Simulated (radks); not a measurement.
Species: Ge15+. Configuration: [Ne] 3s2 3p5 (the NIST ground configuration). Method: scalar-relativistic Kohn-Sham, LDA (Slater exchange, VWN5 correlation), spin-polarised, spherical densities, finite nucleus; open shells are filled with parallel spins first; Fermi nuclear charge, rms radius 4.0742 fm; computed with a radial shooting solver on a logarithmic mesh with Libxc functionals.

Normalised radial functions P(r) = r R(r), r in bohr:

```
   r/bohr * 3p up (the largest magnitude, 1.5, reaches the edge; | marks zero)
 0.003079                             *
 0.003444                             *
 0.003852                             *
 0.004309                             *
 0.004819                             *
 0.005348                             *
 0.005981                             *
  0.00669                             *
 0.007483                             *
  0.00837                             |*
 0.009362                             |*
  0.01047                             |*
  0.01171                             |*
   0.0131                             |*
  0.01465                             |*
  0.01639                             | *
  0.01833                             | *
   0.0205                             |  *
  0.02293                             |  *
  0.02565                             |   *
  0.02869                             |   *
  0.03209                             |    *
   0.0359                             |     *
  0.04015                             |      *
  0.04491                             |       *
  0.05023                             |        *
  0.05574                             |         *
  0.06234                             |           *
  0.06973                             |            *
  0.07799                             |             *
  0.08724                             |              *
  0.09758                             |              *
   0.1091                             |               *
   0.1221                             |              *
   0.1365                             |             *
   0.1527                             |            *
   0.1708                             |         *
   0.1911                             |      *
   0.2137                             | *
    0.239                          *  |
   0.2674                     *       |
   0.2991                *            |
   0.3345           *                 |
   0.3741       *                     |
   0.4185    *                        |
   0.4681  *                          |
   0.5236  *                          |
   0.5809   *                         |
   0.6498      *                      |
   0.7268          *                  |
   0.8129              *              |
   0.9093                  *          |
    1.017                      *      |
    1.138                         *   |
    1.272                          *  |
    1.423                            *|
    1.592                            *|
     1.78                             *
```

3p up: eigenvalue -552.66 eV, 1 radial node at r = 0.226 bohr, <r> = 0.541 bohr, 90 % of the charge inside 0.805 bohr.
